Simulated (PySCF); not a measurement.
## In⁺: ionisation energy

In⁺ [Kr] 4d10 5s2 (1S) → In²⁺ [Kr] 4d10 5s1 (2S), as a difference of total energies. Computed with PySCF 2.14 in x2c-TZVPPall, with scalar relativity by spin-free X2C-1e. Correlated levels: valence: [Kr] 4d10 frozen. The calculations carry no spin-orbit coupling.

Order these methods by the ionisation energy they give, lowest first.
A. MP2 (valence)
B. SCS-MP2 (valence)
C. UHF
D. CCSD (valence)

C (17.035 eV), A (17.656 eV), B (17.781 eV), D (17.914 eV).

Errors of the correlated levels include the incompleteness of this basis and the frozen core.

With two correlated electrons CCSD is exact in that space.

For comparison: 18.870 eV (measured; NIST Atomic Spectra Database, ionization energies).
